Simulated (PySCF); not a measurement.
Compound: C₂H₁₀B₃N₃O.
SMILES with atom numbers: `[CH3:1][O:2][CH2:3][B:4]1[NH:5][BH:6][NH:7][BH:8][NH:9]1` (hydrogens: H10, H11, H12 on C1; H13, H14 on C3; H15 on N5; H16 on B6; H17 on N7; H18 on B8; H19 on N9)

A GFN2-xTB structure was refined with PBE0-D3(BJ)/def2-SVP geometry optimisation, gas phase (PySCF 2.14.0). Its GFN2-xTB values:

| coordinate | GFN2-xTB |
| --- | --- |
| C1–O2 | 1.425 Å |
| C1–H10 | 1.063 Å |
| C1–H11 | 1.089 Å |
| O2–C3 | 1.432 Å |
| C3–B4 | 1.553 Å |
| C3–H13 | 1.111 Å |
| B4–N5 | 1.435 Å |
| N5–B6 | 1.420 Å |
| N5–H15 | 1.000 Å |
| B6–N7 | 1.418 Å |
| B6–H16 | 1.177 Å |
| N7–H17 | 1.015 Å |
| C1–O2–C3 | 114.4° |
| O2–C3–B4 | 111.1° |
| C3–B4–N9 | 122.2° |
| B4–N5–B6 | 123.9° |
| B4–N9–B8 | 124.0° |
| N5–B4–N9 | 115.1° |
| N5–B6–N7 | 116.1° |
| B6–N7–B8 | 123.6° |
| C3–B4–N9–B8 | -178° |
| B4–N5–B6–N7 | -1° |
| N7–B8–N9–B4 | -2° |

Task: How do these coordinates change at the PBE0-D3(BJ)/def2-SVP level?

Result: 
```
 coordinate  PBE0-D3(BJ)/def2-SVP (Å or °)  change
     C1–H10                          1.100  +0.037
      C1–O2                          1.390  -0.035
      C3–B4                          1.586  +0.033
     B6–H16                          1.210  +0.033
      O2–C3                          1.403  -0.029
     C1–H11                          1.109  +0.020
     N5–H15                          1.012  +0.012
      B6–N7                          1.426  +0.008
      N5–B6                          1.427  +0.007
      B4–N5                          1.431  -0.004
     N7–H17                          1.011  -0.004
     C3–H13                          1.113  +0.002
   C3–B4–N9                          119.7    -2.5
   N5–B4–N9                          117.6    +2.5
   B4–N5–B6                          122.2    -1.7
   O2–C3–B4                          109.7    -1.4
   N5–B6–N7                          117.6    +1.5
   B4–N9–B8                          122.8    -1.2
   B6–N7–B8                          122.6    -1.0
   C1–O2–C3                          114.1    -0.3
N7–B8–N9–B4                              0      +2
C3–B4–N9–B8                            180      -2
B4–N5–B6–N7                              0      +1
```

The energy falls by 3.9 kcal/mol over 6 energy and gradient evaluations, the largest force component goes from 0.0378 to 2.8e-04 Eh/bohr, and the atoms move by 0.051 Å rms after alignment. The bond that changes most is C1–H10 (methoxy carbon to methyl hydrogen), which lengthens by 0.037 Å. Bonds longer at the end by more than 0.005 Å: 11 of 19; shorter: 4. Rotational constants go from 4514, 848.5, 720.7 to 4438, 859.7, 726.8 MHz.

The run used 176 basis functions and 40 SCF cycles in all. Hardware: one thread of an AMD EPYC 9B14 (shared host). Cost: 65 s, 0.74 GiB resident at most.

Stationary, but not proved a minimum. The numbers are those of one conformer.
